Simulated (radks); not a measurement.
Values are calculated unless marked as measured or tabulated.
Excited configurations of the zirconium ion Zr3+: one electron is placed in a higher orbital outside [Kr]. The ground configuration is [Kr] 4d1. Code: a radial shooting solver on a logarithmic mesh with Libxc functionals. Model: Dirac Kohn-Sham, PBE, spin-unpolarised, spherical densities, finite nucleus; open shells fill j = l - 1/2 first; Fermi nuclear charge, rms radius 4.2694 fm. Excitation = E - E(ground); binding = E(ion) - E, where the ion is the core of charge +4; n* = 4/sqrt(2 binding) in atomic units, and the quantum defect is n - n*.

5s1/2: excitation (eV) 4.611; binding (eV) 29.714; n* 2.707; quantum defect 2.293; eigenvalue (eV) -25.993; <r> (bohr) 2.857
5d3/2: excitation (eV) 17.702; binding (eV) 16.623; n* 3.619; quantum defect 1.381; eigenvalue (eV) -14.452; <r> (bohr) 4.330
5f5/2: excitation (eV) 24.395; binding (eV) 9.930; n* 4.682; quantum defect 0.318; eigenvalue (eV) -8.543; <r> (bohr) 6.743
6s1/2: excitation (eV) 18.398; binding (eV) 15.927; n* 3.697; quantum defect 2.303; eigenvalue (eV) -14.201; <r> (bohr) 5.266
6d3/2: excitation (eV) 23.986; binding (eV) 10.339; n* 4.589; quantum defect 1.411; eigenvalue (eV) -9.116; <r> (bohr) 7.371
7s1/2: excitation (eV) 24.369; binding (eV) 9.956; n* 4.676; quantum defect 2.324; eigenvalue (eV) -8.942; <r> (bohr) 8.381
7p1/2: excitation (eV) 25.436; binding (eV) 8.889; n* 4.949; quantum defect 2.051; eigenvalue (eV) -7.964; <r> (bohr) 9.172
7d3/2: excitation (eV) 27.267; binding (eV) 7.058; n* 5.554; quantum defect 1.446; eigenvalue (eV) -6.301; <r> (bohr) 11.12

The Delta-SCF ionisation energy is 34.325 eV (NIST Atomic Spectra Database: 34.418 eV, measured). Self-interaction in the functional shifts the binding energies and quantum defects, so they are the method's values and not measured ones. Spin polarisation and multiplet splitting are left out, so open shells lie too high by an amount that depends on their filling.

Beside tabulated values, note that spin-unpolarised runs miss the spin-polarisation part of the exchange energy of open shells.
